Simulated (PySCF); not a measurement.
C2H7NSn (SMILES C[N](C)[SnH]), singlet, at a GFN2-xTB geometry (such geometries of metal compounds can be far from the true shape) (all electrons, no relativity), with bond 9-5 at 1.4 times its length; CASSCF(4,6)+NEVPT2/STO-3G (PySCF).

The PySCF input:
```python
from pyscf import gto, scf, mcscf, mrpt
import numpy

mol = gto.Mole()
mol.atom = '''
    Sn   -0.69995400    0.17522144    0.50620844
    H    -1.47239860    1.15721175   -0.79714178
    N     0.92315815   -0.23674151   -0.65430261
    C     1.99762173   -1.05422795   -0.13628530
    C     1.21483476    0.17350425   -2.00625436
    H     2.13360232   -1.95092514   -0.74973664
    H     2.94157376   -0.49940191   -0.13496054
    H     1.78024052   -1.36644820    0.88657938
    H     2.51409304    0.98441345   -2.05675967
    H     1.33513059   -0.69839277   -2.65693401
    H     0.39982917    0.78569193   -2.38054248
'''
mol.basis = 'sto-3g'
mol.verbose = 3
mol.build()

mf = scf.RHF(mol)
mf.kernel()
mc = mcscf.CASSCF(mf, 6, 4)
mc.fix_spin_(ss=0.0)
mc.kernel()
occ = numpy.linalg.eigvalsh(mc.fcisolver.make_rdm1(mc.ci, mc.ncas, mc.nelecas))[::-1]
ss = mc.fcisolver.spin_square(mc.ci, mc.ncas, mc.nelecas)[0]
print('natural occupations', occ.round(4), ' <S^2>', round(ss, 4))
e2 = mrpt.NEVPT(mc).kernel()
print('E(NEVPT2) = %.10f' % (mc.e_tot + e2))
```

Q: What does PySCF print? Leave out banner, timings and long lists.

A: 
```
converged SCF energy = -6095.80823189746
CASSCF energy = -6095.86247706054
CASCI E = -6095.86247706054  E(CI) = -2.78200886468858  S^2 = 0.0000000
natural occupations [1.9465e+00 1.9148e+00 8.5700e-02 4.1400e-02 1.1200e-02 5.0000e-04]  <S^2> 0.0
Sr    (-1)',   E = -0.00007241120467
Si    (+1)',   E = -0.00381634401374
Sijrs (0)  ,   E = -0.10391730883402
Sijr  (+1) ,   E = -0.02597106705511
Srsi  (-1) ,   E = -0.00220943857686
Srs   (-2) ,   E = -0.00017007967812
Sij   (+2) ,   E = -0.02107943713911
Sir   (0)' ,   E = -0.00894602638257
Nevpt2 Energy = -0.166182112884199
E(NEVPT2) = -6096.0286591734
```
